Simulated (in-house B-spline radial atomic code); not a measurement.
## Ionising neutral bromine with different functionals

Computed with a radial B-spline atomic code at the basis-set limit: four-component Dirac-Coulomb Hamiltonian, Fermi nucleus of rms radius 4.1629 fm, spin-restricted, spherical fractional occupations for the functionals, and exact exchange of hybrids averaged over the configuration. The ionisation energy is the difference of two self-consistent energies, [Ar] 3d10 4s2 4p5 → [Ar] 3d10 4s2 4p4, without Breit or QED terms; ε is the level of the shell that loses the electron (mean over j). The electron is taken from both j subshells in proportion to 2j + 1, so the result is a j average, not the step between ground levels.

```json
{"method": "B3LYP", "rung": "global hybrid", "ΔSCF (eV)": "?", "-ε(4p) (eV)": "?"}
{"method": "BHandHLYP", "rung": "global hybrid", "ΔSCF (eV)": "12.37", "-ε(4p) (eV)": "10.45"}
{"method": "CAM-B3LYP", "rung": "range-separated hybrid", "ΔSCF (eV)": "?", "-ε(4p) (eV)": "?"}
{"method": "wB97X", "rung": "range-separated hybrid", "ΔSCF (eV)": "12.42", "-ε(4p) (eV)": "11.64"}
```

Question: What does B3LYP give?

Answer: ΔSCF 12.56 eV, and -ε(4p) = 8.96 eV.

Question: What does CAM-B3LYP give?

Answer: ΔSCF 12.53 eV, and -ε(4p) = 10.63 eV.

Question: Among the functionals, which spreads more, the ΔSCF values or the orbital energies?

Answer: The orbital energies: ΔSCF values span about 0.18 eV and the orbital energies 2.67 eV; here energy differences depend much less on the functional than eigenvalues do.

Question: How do they compare with the NIST value?

Answer: NIST lists 11.814 eV (measured, ground level to ground level). Errors run from +0.56 to +0.74 eV. The correlated functionals all miss on the same side by more than they spread, so the cause is common to them (Breit-QED terms, spin polarisation, the choice among j levels, multiplet and fine-structure energies, or a listed next ion that isn't the cheapest removal here) and closeness doesn't rank the functionals.
